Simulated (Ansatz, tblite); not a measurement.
Cost and result up the ladder for V(H2O)2OCl2 (VCl2O3H4) (10 atoms). Total charge 0; doublet. Geometry: PBE0-D4/def2-SVP.

```xyz
10

V     0.165    0.112   -0.022
O     0.136   -0.308    1.988
H    -0.003    0.419    2.609
H     0.809   -0.919    2.314
O    -0.585    0.002   -1.930
H    -0.076   -0.473   -2.599
H    -0.969    0.810   -2.294
O     1.432    0.975   -0.186
Cl   -1.617    1.464    0.394
Cl    0.708   -2.082   -0.275
```

Ansatz on 4 threads of Intel Xeon 6975P-C on a shared host; xTB runs through tblite on one thread. Times are rough, summed over both states, and most runs start from the orbitals of an earlier one. No level here is sound enough to serve as a yardstick. The other state is a singlet.

The xTB rows come from tblite. No other spin state of charge 0 was run.

Run but left out: HF/def2-SVP, CCSD/def2-SVP, CCSD(T)/def2-SVP (charge +1 singlet: restricted singlet, unstable towards broken spin symmetry); MP2/def2-SVP (doublet: ⟨S²⟩ 0.96, where a pure state has 0.75).

Raw xTB energies of ions are shifted by several eV, and xTB has no spin-polarisation term.

```json
{"level": "GFN2-xTB", "functions": "43", "wall time": "0.014 s", "vertical IE (eV)": "12.60", "remarks": "–"}
{"level": "GFN1-xTB", "functions": "47", "wall time": "0.017 s", "vertical IE (eV)": "13.65", "remarks": "–"}
{"level": "revPBE-D4/def2-TZVP", "functions": "236", "wall time": "4.3 s", "vertical IE (eV)": "7.72", "remarks": "restricted SCF unstable in HF (+1 singlet)"}
{"level": "PBE-D4/def2-TZVP (with forces)", "functions": "236", "wall time": "4.6 s", "vertical IE (eV)": "7.74", "remarks": "restricted SCF unstable in HF (+1 singlet)"}
{"level": "PBE0-D4/def2-TZVP", "functions": "236", "wall time": "9.5 s", "vertical IE (eV)": "8.72", "remarks": "restricted SCF unstable in HF (+1 singlet)"}
```
